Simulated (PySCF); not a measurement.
C8H10O, SMILES Cc1cc(ccc1)OC (GFN2-xTB optimised geometry):

```
19

C     -2.787    -1.787    -0.021
O     -1.383    -1.716     0.000
C     -0.794    -0.485     0.000
C     -1.476     0.726     0.000
C     -0.757     1.910     0.002
C      0.624     1.904     0.002
C      1.318     0.699     0.000
C      2.816     0.665     0.007
C      0.600    -0.485     0.000
H     -3.201    -1.317    -0.920
H     -3.229    -1.323     0.868
H     -3.028    -2.849    -0.029
H     -2.554     0.762    -0.001
H     -1.291     2.849     0.002
H      1.168     2.837     0.002
H      3.187     0.017    -0.785
H      3.180     0.271     0.956
H      3.229     1.661    -0.133
H      1.108    -1.437    -0.001
```

Computed with CAM-B3LYP/def2-SVP in PySCF.

Problem. What are the frontier orbital energies and the dipole moment?

Solution. HOMO-2 -10.35 eV, HOMO-1 -8.13 eV, HOMO -7.45 eV, LUMO 1.18 eV, LUMO+1 1.70 eV; dipole moment 0.95 D.

Meta-Löwdin charges at CAM-B3LYP/def2-SVP: C1 -0.07, O2 -0.35, C3 0.22, C4 -0.18, C5 -0.09, C6 -0.14, C7 0.04, C8 -0.29, C9 -0.15, H10 0.09, H11 0.09, H12 0.12, H13 0.10, H14 0.10, H15 0.10, H16 0.11, H17 0.11, H18 0.10, H19 0.11.
